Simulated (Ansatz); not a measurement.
Relaxation of AlBrH2OSi (6 atoms, charge 0, multiplicity 1), to a largest force component of 0.02 eV/Å in at most 50 steps.

Theory: Ansatz, RKS revPBE/def2-SVP.

```xyz
6
Properties=species:S:1:pos:R:3
Br -0.449 -3.343 0.804
Al -0.430 -1.216 -0.340
O -1.131 0.469 -0.687
Si 0.509 0.927 -0.018
H 1.304 1.478 -1.074
H -1.788 1.210 -0.677
```

Problem. Where does it end, and by what steps?

Solution. The forces met the threshold. After 14 steps the energy has fallen by 1.256 eV; Br1 moved furthest, 0.77 Å.

```csv
step,energy less start (eV),largest force component (eV/Å),accepted
0,0.0000,3.013,yes
1,-0.6428,1.752,yes
2,-0.9839,0.455,yes
3,-1.1253,0.565,yes
4,-1.2220,0.357,yes
5,-1.2310,0.334,yes
6,-1.2488,0.105,yes
7,-1.2506,0.067,yes
8,-1.2525,0.091,yes
9,-1.2537,0.082,yes
10,-1.2550,0.158,yes
11,-1.2556,0.060,yes
12,-1.2557,0.037,yes
13,-1.2559,0.023,yes
14,-1.2560,0.007,yes
```

```xyz
6
Properties=species:S:1:pos:R:3
Br -0.942 -3.018 0.317
Al 0.068 -0.973 0.062
O -1.045 0.330 -0.686
Si 0.573 1.384 0.046
H 1.294 1.170 -1.309
H -1.933 0.633 -0.421
```

Whether the end is a true minimum wasn't checked by a vibrational analysis.

Time of the run: 18 s on 2 threads of Intel(R) Xeon(R) Platinum 8488C (Sapphire Rapids), on a shared host, peak memory 0.17 GiB.
